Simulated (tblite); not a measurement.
Species: C8H9Al.
Bonds: C1–C2 (double), C2–C3, C3–C4 (double), C4–C5, C5–C6 (double), C6–C7, C7–C8 (double), C8–Al9, C2–C8. Hydrogens: H10, H11 on C1; H12 on C3; H13 on C4; H14 on C5; H15 on C6; H16 on C7; H17, H18 on Al9.

Computed with GFN2-xTB (tblite), gas phase: L-BFGS steps from a force-field or distance-geometry start until the largest atomic force falls under 0.01 eV/Å.

At the end of the run (lengths in Å): C6–C7 1.435, Al9–H17 1.551, Al9–H18 1.554, C2–C8 1.461, C4–C5 1.437, C8–Al9 1.990, C7–H16 1.095, C7–C8–Al9 112.2°, C2–C3–C4 128.5°, C2–C8–C7 127.3°, C3–C2–C8 120.8°, C1–C2–C3–C4 -155°, C2–C3–C4–C5 0°, C3–C4–C5–C6 -18°, H12–C3–C2–C1 23°, H16–C7–C6–C5 -164°.

**Question.** These geometries were met on the way; a selection of coordinates is given. Order them by energy above the end point, lowest first.
A. C6–C7 1.434, Al9–H17 1.546, Al9–H18 1.554, C2–C8 1.463, C4–C5 1.438, C8–Al9 1.986, C7–H16 1.092, C7–C8–Al9 117.0°, C2–C3–C4 126.0°, C2–C8–C7 125.8°, C3–C2–C8 117.4°, C1–C2–C3–C4 -142°, C2–C3–C4–C5 0°, C3–C4–C5–C6 -27°, H12–C3–C2–C1 36°, H16–C7–C6–C5 -157°
B. C6–C7 1.436, Al9–H17 1.546, Al9–H18 1.567, C2–C8 1.468, C4–C5 1.434, C8–Al9 1.999, C7–H16 1.091, C7–C8–Al9 117.4°, C2–C3–C4 126.3°, C2–C8–C7 124.1°, C3–C2–C8 118.1°, C1–C2–C3–C4 -137°, C2–C3–C4–C5 0°, C3–C4–C5–C6 -27°, H12–C3–C2–C1 37°, H16–C7–C6–C5 -153°
C. C6–C7 1.479, Al9–H17 1.589, Al9–H18 1.591, C2–C8 1.487, C4–C5 1.458, C8–Al9 1.998, C7–H16 1.081, C7–C8–Al9 117.6°, C2–C3–C4 123.5°, C2–C8–C7 122.6°, C3–C2–C8 120.5°, C1–C2–C3–C4 -140°, C2–C3–C4–C5 3°, C3–C4–C5–C6 -29°, H12–C3–C2–C1 33°, H16–C7–C6–C5 -152°
D. C6–C7 1.436, Al9–H17 1.542, Al9–H18 1.554, C2–C8 1.465, C4–C5 1.438, C8–Al9 1.995, C7–H16 1.093, C7–C8–Al9 117.5°, C2–C3–C4 125.5°, C2–C8–C7 124.9°, C3–C2–C8 116.6°, C1–C2–C3–C4 -138°, C2–C3–C4–C5 -1°, C3–C4–C5–C6 -27°, H12–C3–C2–C1 38°, H16–C7–C6–C5 -155°
E. C6–C7 1.437, Al9–H17 1.572, Al9–H18 1.585, C2–C8 1.475, C4–C5 1.442, C8–Al9 2.009, C7–H16 1.100, C7–C8–Al9 117.7°, C2–C3–C4 125.0°, C2–C8–C7 122.8°, C3–C2–C8 119.5°, C1–C2–C3–C4 -139°, C2–C3–C4–C5 2°, C3–C4–C5–C6 -29°, H12–C3–C2–C1 35°, H16–C7–C6–C5 -152°

**Answer.** A (0.021 eV), D (0.037 eV), B (0.064 eV), E (0.106 eV), C (0.183 eV).

```json
{"step": "30", "E above end (eV)": "0.021", "rms distance from the end, all atoms (Å)": "0.243", "largest force (eV/Å)": "0.070", "rms shift of all bonds from the end (Å)": "0.002"}
{"step": "12", "E above end (eV)": "0.037", "rms distance from the end, all atoms (Å)": "0.280", "largest force (eV/Å)": "0.138", "rms shift of all bonds from the end (Å)": "0.003"}
{"step": "5", "E above end (eV)": "0.064", "rms distance from the end, all atoms (Å)": "0.291", "largest force (eV/Å)": "0.221", "rms shift of all bonds from the end (Å)": "0.006"}
{"step": "2", "E above end (eV)": "0.106", "rms distance from the end, all atoms (Å)": "0.296", "largest force (eV/Å)": "0.377", "rms shift of all bonds from the end (Å)": "0.011"}
{"step": "0", "E above end (eV)": "0.183", "rms distance from the end, all atoms (Å)": "0.298", "largest force (eV/Å)": "1.514", "rms shift of all bonds from the end (Å)": "0.020"}
```

Rows stand in the order of the answer.
